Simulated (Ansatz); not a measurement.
Consider the formal exchange of groups at the Si–C bond: `FCC([SiH3])Cl` + `[CH3][AlH][OH]` → `[CH3][Al]([OH])[SiH3]` + `FCCCl`.

Isolated molecules relaxed with PBE0-D4/def2-TZVP in Ansatz; ΔE leaves out vibrations. CCSD(T)/CBS adds triple-zeta CCSD(T) − MP2 to the extrapolated MP2 energy (def2 sets, frozen cores). This one scheme is used for every species. DFT in def2-TZVPP. One conformer a species, not always the lowest.

```tsv
species	PBE0-D4 energy (Eh)
`FCC([SiH3])Cl`	-928.98380
`[CH3][AlH][OH]`	-358.63654
`[CH3][Al]([OH])[SiH3]`	-649.22412
`FCCCl`	-638.40759
```

Task: Work out ΔE.

Result: ΔE = (-649.22412) + (-638.40759) − (-928.98380) − (-358.63654) = -0.01137 Eh = -0.31 eV. CCSD(T)/CBS gives -0.20 eV.

Largest T1 diagnostic among the species: 0.013.

The D4 term adds +0.07 eV with B3LYP and +0.04 eV with PBE0; it sums over pairs of atoms, weighted by their polarisabilities, and B3LYP, whose exchange is more repulsive, gets the larger term.

B3LYP here is the variant with VWN-RPA as its local correlation; programs differ in this.
